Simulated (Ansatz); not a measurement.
Geometry optimisation, RKS PBE0/def2-SVP in Ansatz 0.2.0.

Input:

```yaml
crystal:
  periodic: [false, false, false]
  atoms:
    - { symbol: W, position_ang: [0.326531, 0.321916, -0.33422] }
    - { symbol: H, position_ang: [-0.325477, -0.22279, 2.474527] }
    - { symbol: F, position_ang: [1.962039, 0.146245, -1.158963] }
    - { symbol: F, position_ang: [0.105674, 1.974547, -1.112014] }
    - { symbol: F, position_ang: [-1.331739, 0.485476, 0.442859] }
    - { symbol: F, position_ang: [0.535364, -1.337349, 0.428882] }
    - { symbol: F, position_ang: [-0.455856, -0.455903, -1.807039] }
    - { symbol: F, position_ang: [1.159406, 1.133394, 1.096958] }
    - { symbol: H, position_ang: [0.182058, 0.202565, 2.745912] }
basis:
  gaussian: { orbitals: def2-SVP }
hamiltonian:
  xc: pbe0
relax:
  f_tol: 0.03
  max_steps: 50
```

Run as:

```bash
$ ansatz run input.yaml --threads 4 --pin off --max-ram 5120MiB --backend cpu --events-out ev --progress --plain --runs-dir out
```

Problem. Where does it end, and by what steps?

Solution. It converged. The force dipped under the threshold on the way, but the program's further checks kept it going. After 7 steps the energy has fallen by 0.249 eV; H2 moved furthest, 0.87 Å.

```tsv
step	energy less start (eV)	largest force component (eV/Å)	accepted
0	0.0000	1.302	yes
1	-0.1516	0.184	yes
2	-0.2097	0.109	yes
3	-0.2374	0.050	yes
4	-0.2475	0.041	yes
5	-0.2175	1.459	no
6	-0.2488	0.007	yes
7	-0.2494	0.005	yes
```

```xyz
9
Properties=species:S:1:pos:R:3
W 0.372 0.362 -0.557
H -0.526 -0.374 3.310
F 2.001 0.182 -1.393
F 0.146 2.002 -1.358
F -1.258 0.543 0.274
F 0.602 -1.280 0.239
F -0.450 -0.449 -1.989
F 1.197 1.174 0.873
H 0.074 0.088 3.378
```

Whether the end is a true minimum wasn't checked by a vibrational analysis.

Run time: 31 s on 4 threads of Intel(R) Xeon(R) Platinum 8259CL CPU @ 2.50GHz (Skylake/Cascade Lake), on a shared host, peak memory 0.36 GiB.
